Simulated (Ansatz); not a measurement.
`CC[Te]C` + `O[AsH2]` → `C[Te][AsH]O` + `CC` at 400 K and 1 bar (ligand exchange at a Te–C bond).

Calculated with Ansatz (gas phase, PBE0-D4/def2-TZVP geometries, no zero-point term in ΔE). CBS: MP2 limit from def2 TZ/QZ plus the TZ coupled-cluster correction, frozen cores. This one scheme is used for every species. Elements past krypton have def2 core potentials. For As, Te outer-core shells are correlated without core-valence functions, which leaves a few kJ/mol of doubt a bond. Scalar relativity is left out up to krypton. One conformer a species, not always the lowest.

| species | CCSD(T)/CBS energy (Eh) | H − E (kJ/mol) | S (J/(mol·K)) |
| --- | --- | --- | --- |
| `CC[Te]C` | -386.69985 | 299.3 | 386.5 |
| `O[AsH2]` | -2311.97217 | 94.9 | 282.5 |
| `C[Te][AsH]O` | -2618.99141 | 189.0 | 405.5 |
| `CC` | -79.71954 | 213.5 | 244.3 |

H − E and S are ideal-gas, rigid-rotor, harmonic terms from PBE0-D4/def2-TZVP, for one conformer and one mirror image of each species. 1 Eh = 2625.50 kJ/mol, R = 8.31446 J/(mol·K).

Task: By hand: ΔE, ΔH, ΔS and ΔG.

Result: ΔE = (-2618.99141) + (-79.71954) − (-386.69985) − (-2311.97217) = -0.03893 Eh = -102.2 kJ/mol. Δ(H − E) = 189.0 + 213.5 − 299.3 − 94.9 = 8.3, so ΔH = -93.9 kJ/mol. ΔS = 405.5 + 244.3 − 386.5 − 282.5 = -19.2 J/(mol·K). ΔG = -93.9 − 400 × (-19.2)/1000 = -86.2 kJ/mol.

Task: By hand: the equilibrium constant, and the temperature at which ΔG would vanish if ΔH and ΔS stayed fixed.

Result: log₁₀ K = −ΔG/(RT ln 10) = 11.3. ΔG = 0 at ΔH/ΔS = 4891 K, far beyond where these terms or the molecules hold.

ΔH outweighs TΔS. A doubt of 5 kJ/mol in ΔE shifts log₁₀ K by 0.7 here. Other conformers and mirror images would add mixing entropy, several J/(mol·K) or more a flexible species. Modes under 60 cm⁻¹, often nearly free rotors, make the harmonic entropy too high. These are equilibria of isolated gas molecules and say nothing of rates. Largest T1 diagnostic: 0.012 (customary marks: 0.02 for closed shells, 0.045 for open ones).
